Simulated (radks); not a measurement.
Excited configurations of the cadmium ion Cd3+: one electron is placed in a higher orbital outside [Kr] 4d8. The ground configuration is [Kr] 4d9. All-electron calculation, Dirac Kohn-Sham, BLYP, spin-unpolarised, spherical densities, point nucleus; open shells are shared between the two j in proportion to 2j + 1. Program: a radial shooting solver on a logarithmic mesh with Libxc functionals. Excitation = E - E(ground); binding = E(ion) - E, where the ion is the core of charge +4; n* = 4/sqrt(2 binding) in atomic units, and the quantum defect is n - n*. Eigenvalue and <r> are those of j = l + 1/2.

outer orbital	excitation (eV)	binding (eV)	quantum defect	eigenvalue (eV)	<r> (bohr)
4f	38.712	15.202	0.216	-12.183	3.590
5s	14.491	39.423	2.650	-34.439	2.225
5f	43.599	10.315	0.406	-8.753	6.369
6s	34.917	18.997	2.615	-16.878	4.419
6p	37.789	16.124	2.326	-14.164	5.013
6d	41.964	11.949	1.732	-10.404	6.331
7s	42.358	11.556	2.660	-10.226	7.241
7f	48.552	5.362	0.628	-4.721	14.03

The Delta-SCF ionisation energy is 53.914 eV (NIST Atomic Spectra Database: 51 eV, theoretical). Self-interaction in the functional shifts the binding energies and quantum defects, so they are the method's values and not measured ones. Spin polarisation and multiplet splitting are left out, so open shells lie too high by an amount that depends on their filling. Sharing an open shell by 2j + 1 raises it above the true ground level by a part of the spin-orbit splitting, which enters the differences from NIST.

Beside tabulated values, note that spin-unpolarised runs miss the spin-polarisation part of the exchange energy of open shells.
